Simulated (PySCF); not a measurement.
# $^{29}$Si chemical shifts

PySCF 2.14.0 with density-fitted response routines calculation with GIAO PBE0/pcSseg-1 shieldings and geometry: GFN2-xTB; equivalent nuclei averaged, in vacuum, a single conformation, relativity neglected.

Shieldings were converted by a linear fit to measured shifts: $^{29}$Si (scatter 8.9 ppm rms, 25.8 ppm with the 6 outliers that the fit left out vs TMS, solution or neat liquid). A few per cent of atoms miss by over 2 rms, more outside the fitted compound classes.

Problem. Give the $^{29}$Si shifts of `C#C[Si@@H]([SiH2]C)C1CC1`, `COC[Si@@H]1C[SiH2][C@H](F)C1`, `O[SiH2]/C(=C\C[SiH3])CCF`, `CN[Si@@H]1OCC[C@@H](OC)O1`, `CC(=O)O[Si@H](N)OC(C)C`, `CCOC/C([SiH3])=C/[SiH2]F`.

Solution. 
```csv
compound,environment,δ (ppm)
[CH:1]#[C:2][Si@@H:3]([SiH2:4][CH3:5])[CH:6]1[CH2:7][CH2:8]1,"Si3: silicon bonded to 2 C, Si, H",-53.7
[CH:1]#[C:2][Si@@H:3]([SiH2:4][CH3:5])[CH:6]1[CH2:7][CH2:8]1,"Si4: silicon bonded to C, Si, 2 H",-80.2
[CH3:1][O:2][CH2:3][Si@@H:4]1[CH2:5][SiH2:6][C@H:7]([F:8])[CH2:9]1,"Si4: silicon bonded to 3 C, H, in a 5-membered ring",-8.4
[CH3:1][O:2][CH2:3][Si@@H:4]1[CH2:5][SiH2:6][C@H:7]([F:8])[CH2:9]1,"Si6: silicon bonded to 2 C, 2 H, in a 5-membered ring",-29.6
[OH:1][SiH2:2]/[C:3](=[CH:4]\[CH2:5][SiH3:6])[CH2:7][CH2:8][F:9],"Si2: silicon bonded to C, O, 2 H",-32.6
[OH:1][SiH2:2]/[C:3](=[CH:4]\[CH2:5][SiH3:6])[CH2:7][CH2:8][F:9],"Si6: silicon bonded to C, 3 H",-63.4
CN[Si@@H]1OCC[C@@H](OC)O1,"silicon bonded to N, 2 O, H, in a 6-membered ring",-41.4
CC(=O)O[Si@H](N)OC(C)C,"silicon bonded to N, 2 O, H",-46.7
[CH3:1][CH2:2][O:3][CH2:4]/[C:5]([SiH3:6])=[CH:7]/[SiH2:8][F:9],"Si8: silicon bonded to C, F, 2 H",-14.4
[CH3:1][CH2:2][O:3][CH2:4]/[C:5]([SiH3:6])=[CH:7]/[SiH2:8][F:9],"Si6: silicon bonded to C, 3 H",-78.3
```

Problem. Order these by $^{29}$Si shift, lowest first.
A. CC(C)O[Si]1(N)OCCO1
B. CN[Si@@H](OC)[C@@H](C)C(=O)O
C. [H]/N=C\C=C\[Si](F)(F)F

Solution. C (-60.5 ppm, silicon bonded to C, 3 F), A (-42.6 ppm, silicon bonded to N, 3 O, in a 5-membered ring), B (-29.6 ppm, silicon bonded to C, N, O, H).
